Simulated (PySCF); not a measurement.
Input of a run (PBE0-D3(BJ)/def2-SVP geometry optimisation, gas phase, def2 core potentials past Kr (PySCF 2.14.0)), started from GFN2-xTB:
```
{"job": {"xc": "PBE0", "basis": "def2-SVP", "d3": "d3bj", "grid": 1, "maxiter": 30, "shake": 0.03, "kind": "geom"}, "charge": 0, "multiplicity": 1}
Mo     0.648120    -0.075750     0.416330
O      0.383210    -0.009800     2.025380
O      1.982520    -0.007950    -0.372760
N     -0.249180     1.539800    -0.255520
H     -0.123320     2.042360    -1.116480
H     -1.063040     2.075210     0.266170
N     -0.320200    -1.540080    -0.237120
H     -1.003760    -2.044890     0.267620
H     -0.121610    -2.048340    -1.019270
```

Output (energies in Eh, forces in Eh/bohr):
```
step   0  E = -330.14380378  max force = 0.217175
step   1  E = -330.19363690  max force = 0.052793
step   2  E = -330.19933268  max force = 0.021926
step   3  E = -330.19996262  max force = 0.006309
step   4  E = -330.20006779  max force = 0.001578
step   5  E = -330.20009080  max force = 0.001010
step   6  E = -330.20011024  max force = 0.000831
step   7  E = -330.20011593  max force = 0.000701
step   8  E = -330.20011994  max force = 0.000432
optimisation converged
```

Task: Summarise the run.

Result: The energy falls by 35.3 kcal/mol over 9 energy and gradient evaluations, the largest force component goes from 0.2172 to 4.3e-04 Eh/bohr, and the atoms move by 0.097 Å rms after alignment. The bond that changes most is Mo1–O3 (ends: molybdenum bonded to 2 N and 2 O; oxygen bonded to Mo), which lengthens by 0.129 Å. Bonds longer at the end by more than 0.005 Å: 6 of 8; shorter: 2. Among the angles that change most is O2–Mo1–O3, from 129.7° to 114.5°. Among the dihedrals that turn most is O3–Mo1–N7–H9, from -11° to -26°. The energy never rose by more than 1e-6 Eh on the way. The first step brought 88 % of the lowering.

Task: What are the final bond lengths?

Result: Mo1–O2 1.682 Å, Mo1–O3 1.681 Å, Mo1–N4 1.930 Å, Mo1–N7 1.930 Å, N4–H5 1.016 Å, N4–H6 1.016 Å, N7–H8 1.016 Å, N7–H9 1.016 Å. Numbering counts from 1 in the input's order; the species is MoO2(NH2)2, `[NH2][Mo]([NH2])(=[O])=[O]`.

The run used 107 basis functions and 76 SCF cycles in all.

Not checked by PBE0-D3(BJ)/def2-SVP frequencies.
